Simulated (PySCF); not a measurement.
PySCF job for Si(F)(H)2(SMe) (CH₅FSSi), SMILES S([SiH2]F)C, B3LYP-D3(BJ)/def2-SVP. Coordinates come from a B3LYP-D3(BJ)/def2-SVP optimisation. The values are those of a single conformer.

```python
import numpy as np
from pyscf import gto, scf, dft, df
from pyscf.hessian import thermo

mol = gto.M(
    atom='''
    Si    1.09092336   -0.16601615   -0.12592459
    F     1.08708448    0.61077982   -1.55979149
    S    -0.65357937    0.26324852    1.01113109
    C    -1.91219714   -0.61962650   -0.00432777
    H     1.16654339   -1.61450462   -0.45044193
    H     2.24348612    0.31454412    0.67394175
    H    -2.87315474   -0.49912878    0.51296299
    H    -1.98608477   -0.17724454   -1.00681121
    H    -1.67702463   -1.69067562   -0.08071456
    ''',
    basis='def2-SVP',
    charge=0,
    spin=0,
    max_memory=1600,
    verbose=3,
)
mf = dft.RKS(mol, xc='b3lyp').density_fit(auxbasis='def2-universal-jkfit')
mf.disp = 'd3bj'
mf.grids.level = 3
mf.conv_tol = 1e-11
mf.max_cycle = 100
mf.kernel()

# [left out here: the lines that compute and print the analytic Hessian (its translational invariance restored by hand, since the grid's response is missing), thermochemistry and intensities]
```

Log of the run:

```
converged SCF energy = -828.442574184628

WARN: DFTD3 does not support analytical Hessian, using finite difference


WARN: Mole.unit (angstrom) is changed to Bohr

Mode                                 0                   1                   2
Irrep
Freq [cm^-1]                       67.1141            108.1363            174.8472
Reduced mass [au]                   3.5971              1.0766              2.9454
Force const [Dyne/A]                0.0095              0.0074              0.0531
Char temp [K]                      96.5623            155.5840            251.5662
Normal mode                   x     y     z       x     y     z       x     y     z
       0  Si                 0.03  0.03  0.03    0.01  0.02  0.01    0.04  0.06  0.00
       1   F                -0.12 -0.07 -0.02    0.00 -0.04 -0.02    0.06 -0.03 -0.04
       2   S                 0.01 -0.03  0.03   -0.00 -0.00  0.00   -0.01 -0.07 -0.01
       3   C                 0.05  0.08 -0.11   -0.01  0.03 -0.02   -0.14  0.04  0.06
       4   H                 0.17  0.02  0.11    0.04  0.01  0.07    0.25  0.05  0.07
       5   H                 0.01  0.18 -0.03   -0.01  0.07  0.01   -0.08  0.23  0.07
       6   H                -0.00  0.17 -0.23    0.09 -0.44  0.27   -0.10  0.19  0.10
       7   H                 0.21  0.09 -0.12   -0.37  0.39  0.17   -0.13  0.01  0.05
       8   H                -0.04  0.06 -0.08    0.27  0.12 -0.49   -0.28  0.01  0.10
Mode                                 3                   4                   5
Irrep
Freq [cm^-1]                      260.9764            516.3479            602.6000
Reduced mass [au]                   8.5571              7.4164              1.3949
Force const [Dyne/A]                0.3434              1.1650              0.2984
Char temp [K]                     375.4870            742.9096            867.0073
Normal mode                   x     y     z       x     y     z       x     y     z
       0  Si                 0.07 -0.05  0.03   -0.12  0.03  0.04    0.02  0.07  0.04
       1   F                -0.11  0.04  0.08    0.01 -0.01  0.03   -0.02 -0.03 -0.00
       2   S                 0.02  0.02 -0.09    0.09 -0.03 -0.06    0.01 -0.03 -0.03
       3   C                -0.05  0.00  0.02    0.04  0.01  0.01   -0.03 -0.01 -0.01
       4   H                 0.18 -0.04  0.01   -0.01  0.03  0.06   -0.61  0.05 -0.03
       5   H                 0.04  0.01  0.04   -0.23  0.12  0.15    0.35 -0.42 -0.14
       6   H                 0.00  0.01  0.12    0.07  0.05  0.05    0.02  0.07  0.07
       7   H                -0.15 -0.01  0.03    0.01  0.01  0.01   -0.07 -0.01 -0.01
       8   H                -0.06 -0.00  0.02   -0.00  0.01  0.01   -0.08 -0.02 -0.00
Mode                                 6                   7                   8
Irrep
Freq [cm^-1]                      695.7573            764.7242            862.0983
Reduced mass [au]                   6.5516              1.0812              3.3743
Force const [Dyne/A]                1.8686              0.3725              1.4776
Char temp [K]                    1001.0398           1100.2678           1240.3675
Normal mode                   x     y     z       x     y     z       x     y     z
       0  Si                 0.01 -0.00 -0.00   -0.02 -0.02 -0.01    0.01 -0.05  0.07
       1   F                -0.00  0.00 -0.01    0.02  0.03  0.03   -0.01  0.09 -0.14
       2   S                -0.08 -0.04 -0.05   -0.00 -0.01 -0.01    0.01 -0.00 -0.00
       3   C                 0.16  0.10  0.11    0.01  0.00  0.00   -0.00 -0.01 -0.00
       4   H                -0.04  0.00 -0.03   -0.13 -0.15  0.57   -0.10 -0.12  0.39
       5   H                 0.00 -0.04  0.03    0.23  0.36 -0.60   -0.09 -0.12  0.25
       6   H                 0.15  0.09  0.10    0.03  0.05  0.03   -0.00  0.01 -0.00
       7   H                 0.09  0.07  0.10   -0.01  0.02  0.01    0.02  0.02  0.01
       8   H                 0.09  0.09  0.10   -0.06 -0.01 -0.02   -0.02 -0.01 -0.02
Mode                                 9                  10                  11
Irrep
Freq [cm^-1]                      913.5526            949.0037            963.2865
Reduced mass [au]                   1.2061              1.2703              1.1928
Force const [Dyne/A]                0.5931              0.6740              0.6521
Char temp [K]                    1314.3988           1365.4051           1385.9548
Normal mode                   x     y     z       x     y     z       x     y     z
       0  Si                -0.05 -0.00  0.05    0.00 -0.04  0.07   -0.00  0.01 -0.02
       1   F                 0.01  0.01 -0.04    0.01  0.02 -0.05   -0.00 -0.01  0.01
       2   S                -0.00  0.00 -0.00   -0.00  0.01 -0.01   -0.00  0.02 -0.01
       3   C                 0.02 -0.01 -0.01    0.00 -0.02  0.01    0.02 -0.09  0.06
       4   H                 0.61  0.07 -0.17   -0.24  0.10 -0.59    0.07 -0.01  0.09
       5   H                 0.38 -0.34 -0.34   -0.01  0.51 -0.25   -0.00 -0.14  0.07
       6   H                 0.09  0.08  0.11    0.00  0.05 -0.00   -0.05  0.19 -0.14
       7   H                -0.07  0.00 -0.00    0.08  0.10  0.06    0.35  0.42  0.27
       8   H                -0.06 -0.02  0.01   -0.10 -0.04 -0.10   -0.38 -0.15 -0.44
Mode                                12                  13                  14
Irrep
Freq [cm^-1]                      981.6673           1334.8250           1450.9245
Reduced mass [au]                   1.2277              1.1454              1.0514
Force const [Dyne/A]                0.6971              1.2024              1.3041
Char temp [K]                    1412.4007           1920.5160           2087.5574
Normal mode                   x     y     z       x     y     z       x     y     z
       0  Si                -0.01  0.00  0.02    0.00 -0.00 -0.01    0.00 -0.00  0.00
       1   F                 0.00  0.00 -0.01    0.00 -0.00  0.00   -0.00  0.00 -0.00
       2   S                 0.01 -0.01 -0.02   -0.01 -0.00 -0.00   -0.00 -0.00  0.00
       3   C                -0.07  0.04  0.08   -0.07 -0.05 -0.05   -0.01 -0.04  0.05
       4   H                 0.06  0.01 -0.01   -0.01 -0.01  0.01    0.01 -0.00 -0.00
       5   H                 0.13 -0.06 -0.14   -0.02  0.01  0.02   -0.00  0.01 -0.00
       6   H                -0.38 -0.33 -0.41    0.23  0.29  0.39   -0.06  0.62 -0.22
       7   H                 0.39  0.05  0.05    0.39  0.34  0.11   -0.30 -0.20 -0.03
       8   H                 0.39  0.15  0.02    0.45  0.06  0.27    0.46  0.11 -0.40
Mode                                15                  16                  17
Irrep
Freq [cm^-1]                     1458.9001           2242.6257           2270.5128
Reduced mass [au]                   1.0529              1.0350              1.0475
Force const [Dyne/A]                1.3204              3.0669              3.1818
Char temp [K]                    2099.0324           3226.6390           3266.7625
Normal mode                   x     y     z       x     y     z       x     y     z
       0  Si                 0.00  0.00  0.00    0.01 -0.03 -0.00   -0.03 -0.02 -0.02
       1   F                -0.00 -0.00 -0.00    0.00 -0.00  0.00   -0.00 -0.00 -0.00
       2   S                 0.00 -0.00 -0.00   -0.00 -0.00 -0.00   -0.00 -0.00 -0.00
       3   C                 0.04 -0.04 -0.03   -0.00 -0.00 -0.00   -0.00  0.00  0.00
       4   H                -0.00  0.00 -0.00   -0.04  0.93  0.20   -0.02  0.22  0.05
       5   H                 0.01  0.00 -0.01   -0.17 -0.08 -0.13    0.74  0.31  0.51
       6   H                -0.16  0.09 -0.40    0.00  0.00  0.00   -0.00  0.00 -0.00
       7   H                -0.46  0.49  0.25    0.00  0.00 -0.00    0.00 -0.00  0.00
       8   H                 0.05 -0.05  0.49    0.01  0.00  0.00    0.00  0.00 -0.00
Mode                                18                  19                  20
Irrep
Freq [cm^-1]                     3049.0843           3153.9280           3163.2094
Reduced mass [au]                   1.0301              1.1090              1.1077
Force const [Dyne/A]                5.6422              6.4994              6.5305
Char temp [K]                    4386.9534           4537.8002           4551.1540
Normal mode                   x     y     z       x     y     z       x     y     z
       0  Si                -0.00  0.00  0.00   -0.00  0.00 -0.00    0.00  0.00  0.00
       1   F                 0.00 -0.00 -0.00    0.00 -0.00 -0.00    0.00 -0.00 -0.00
       2   S                 0.00 -0.00 -0.00   -0.00  0.00 -0.00    0.00 -0.00 -0.00
       3   C                 0.03  0.03  0.02    0.04 -0.08  0.02   -0.05 -0.00  0.07
       4   H                 0.00 -0.00 -0.00   -0.00 -0.00  0.00   -0.00 -0.00 -0.00
       5   H                 0.00 -0.00 -0.00   -0.00  0.00  0.00    0.00 -0.00 -0.00
       6   H                -0.44  0.06  0.25   -0.26  0.02  0.15    0.66 -0.09 -0.36
       7   H                -0.03  0.24 -0.51   -0.02  0.21 -0.49   -0.04  0.24 -0.51
       8   H                 0.15 -0.61 -0.03   -0.17  0.70  0.04    0.02 -0.10  0.01
temperature 298.1500 [K]
pressure 101325.00 [Pa]
Rotational constants [GHz] 7.87894 2.66494 2.30187
Symmetry number 1
Zero-point energy (ZPE) 0.05920 [Eh]   155419.561 [J/mol]
                           tot       elec      trans        rot        vib
Entropy [J/mol/K]       333.730      0.000    165.696    110.040     57.993
Cv [J/mol/K]             83.200      0.000     12.472     12.472     58.256
Cp [J/mol/K]             91.514      0.000     20.786     12.472     58.256
Internal energy [J/mol]                      3718.434   3718.434 164419.449
Internal energy [Eh]   -828.37712  -828.44257
Enthalpy [J/mol]                             6197.391   3718.434 164419.449
Enthalpy [Eh]          -828.37617
Gibbs free energy [J/mol]                  -43204.928 -29090.005 147128.744
Gibbs free energy [Eh] -828.41407
mode   freq/cm-1   IR/(km/mol)
   1       67.11         3.291
   2      108.14         0.228
   3      174.85         2.123
   4      260.98         8.073
   5      516.35        40.897
   6      602.60        42.085
   7      695.76        11.566
   8      764.72        13.936
   9      862.10        24.783
  10      913.55       303.630
  11      949.00       128.773
  12      963.29        21.166
  13      981.67         2.456
  14     1334.83         6.012
  15     1450.92         8.288
  16     1458.90         8.723
  17     2242.63        95.268
  18     2270.51       117.356
  19     3049.08        16.818
  20     3153.93         3.993
  21     3163.21         1.374
max |gradient| / (hartree/bohr): 0.00021604231653303888
APT charges: [ 1.4845e+00 -6.3090e-01 -4.1050e-01  9.1600e-02 -2.8170e-01 -2.6440e-01
  1.6100e-02  6.0000e-04 -5.4000e-03]
```

Self-consistency was reached.
